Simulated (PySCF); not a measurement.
BrHO2SW, SMILES [O]=[W]([OH])(=[S])[Br], multiplicity 1.

Coordinates come from a PBE-D3(BJ)/def2-SVP optimisation. The multiplicity is an assumed one; no other spin state was optimised. The structure was generated by enumeration; whether it is a known compound was not checked. The def2 effective core potentials stand for the cores of W; spin–orbit coupling is left out. The values are those of a single conformer.

Two levels are set side by side: PBE/def2-TZVP (PySCF) and B3LYP/def2-TZVP (PySCF). Same geometry, gas phase. Differences are taken from unrounded values.

```json
[
 {"quantity": "orbital gap (eV)", "B3LYP": "4.46"},
 {"quantity": "highest occupied level (eV)", "B3LYP": "-7.60"},
 {"quantity": "lowest empty level (eV)", "B3LYP": "-3.14"},
 {"quantity": "dipole moment (D)", "B3LYP": "2.72"},
 {"quantity": "mean polarisability (bohr³)", "B3LYP": "85.8"}
]
```

### Question
What does PBE give, and how far is it from B3LYP? (Estimate from the structure and the level; the computed values follow.)

### Answer

```tsv
quantity	PBE	PBE minus B3LYP
orbital gap (eV)	3.01	-1.45
highest occupied level (eV)	-6.62	0.99
lowest empty level (eV)	-3.61	-0.47
dipole moment (D)	2.78	0.06
mean polarisability (bohr³)	87.6	1.7
```

Without exact exchange PBE keeps part of each electron's self-repulsion, which lifts occupied levels and narrows the gap. Differences between two approximate levels are no errors against the true value.

Rough cost on one machine, each run with all the roots and properties that it gave: B3LYP against PBE within a factor of 2.
